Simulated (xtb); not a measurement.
C6H14, charge +1, doublet, geometry from GFN2-xTB (a state made from the parent by changing its charge; the spin is typed, not shown lowest). Base run: GFN2-xTB in xtb.

Geometry (Å):
```xyz
20

C      2.8942     0.7492    -0.4143
C      1.7991     0.1784     0.4545
C      0.4532     0.0859    -0.2232
C     -0.5665    -0.7728     0.5338
C     -1.8771    -0.8088    -0.2334
C     -2.7236     0.4233    -0.0595
H      3.1813     0.0703    -1.2208
H      2.5805     1.6804    -0.8841
H      3.7915     0.9139     0.1794
H      2.1343    -0.7991     0.8277
H      1.6801     0.7745     1.3718
H     -0.0124     1.0793    -0.3196
H      0.5855    -0.2687    -1.2522
H     -0.7304    -0.3904     1.5422
H     -0.1535    -1.7818     0.6239
H     -1.7056    -1.0217    -1.2936
H     -2.4543    -1.6695     0.1422
H     -2.9376     0.6259     0.9902
H     -3.6532     0.3555    -0.6188
H     -2.1815     1.3006    -0.4364
```
Charge +1, spin multiplicity 2.
All else is at xtb's defaults.
Base energy -19.49151 Eh.

Variants of this job, named by their change:

| change | ΔE vs base (kJ/mol) | G_solv (kcal/mol) | SCF cycles |
|---|---|---|---|
| base | 0.00 | - | 12 |
| gbsa = acetonitrile | -206.1 | -49.80 | 11 |
| alpb = cs2 | -139.9 | -33.50 | 12 |
| acc = 0.0001 | 0.00 | - | 20 |
| acc = 1000 | 0.74 | - | 7 |
| alpb = dmf | -204.8 | -49.27 | 10 |
| acc = 0.1 | 0.00 | - | 14 |
| alpb = water | -212.4 | -51.70 | 11 |
| etemp = 3000 | -32.2 | - | 11 |
| alpb = acetone | -200.8 | -48.28 | 11 |

ALPB and GBSA are two models with their own fitted parameters for each solvent, which aren't always the measured dielectric constant.
